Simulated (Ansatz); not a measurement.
Coupled-cluster diagnostics for the cluster Ag₃S⁺ (the lowest singlet isomer of a short search), Ansatz.

Geometry of the singlet (B3LYP-D4/def2-SVP):

```xyz
4

Ag    1.3644   -0.5781    1.5102
Ag    0.2826    1.8790   -0.9306
Ag   -0.9694   -1.5233   -1.1038
S    -0.6776    0.2224    0.5241
```

In the def2 sets Ag takes a core potential; there is no spin–orbit coupling. Correlated methods freeze 5 core orbitals; core or outer-core shells of Ag are correlated, in sets that lack core-valence functions. The structure comes from a short search, and lower isomers may exist.

Question: Estimate the CCSD(T) correlation energy, the shares of MP2 and (T), T1 and the reference's ⟨S²⟩ for: charge 1, singlet, own geometry in def2-TZVP; and the rough time on 4 threads of Intel Xeon on a shared host.

Answer: 
```
                          state      basis  correlation (eV)  MP2 share (%)  (T) share (%)     T1  ⟨S²⟩ (pure)  wall time
charge 1, singlet, own geometry  def2-TZVP           -41.910          102.1            2.5  0.018  0.00 (0.00)    3.5 min
```
Customary marks for T1 are 0.02 (closed shells), 0.045 (open shells) and about 0.05 (3d metals). T1 stays under 0.02 throughout.
